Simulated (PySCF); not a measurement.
```xyz
9

Ti     0.0990    -0.1777    -0.2315
S      0.2148     1.6734    -1.5518
H      0.6515     2.3346    -0.4329
S      2.2187    -0.8741     0.2203
H      1.6464    -2.0292     0.6874
S     -1.0810    -1.7875    -1.3270
H      0.0095    -1.9024    -2.1501
S     -0.9441     0.2788     1.7399
H     -1.9194     0.8800     0.9866
```

Charge 0, multiplicity 1.

### Question
Give the Mulliken and meta-Löwdin atomic charges from TPSSh-D3(BJ)/def2-TZVP // BP86-D3(BJ)/def2-SVP run with PySCF 2.14.0.

### Answer

| atom | Mulliken (e) | meta-Löwdin (e) |
|---|---|---|
| Ti1 | 0.69 | 0.99 |
| S2 | -0.36 | -0.36 |
| H3 | 0.19 | 0.11 |
| S4 | -0.36 | -0.36 |
| H5 | 0.19 | 0.11 |
| S6 | -0.36 | -0.36 |
| H7 | 0.19 | 0.11 |
| S8 | -0.36 | -0.36 |
| H9 | 0.19 | 0.11 |
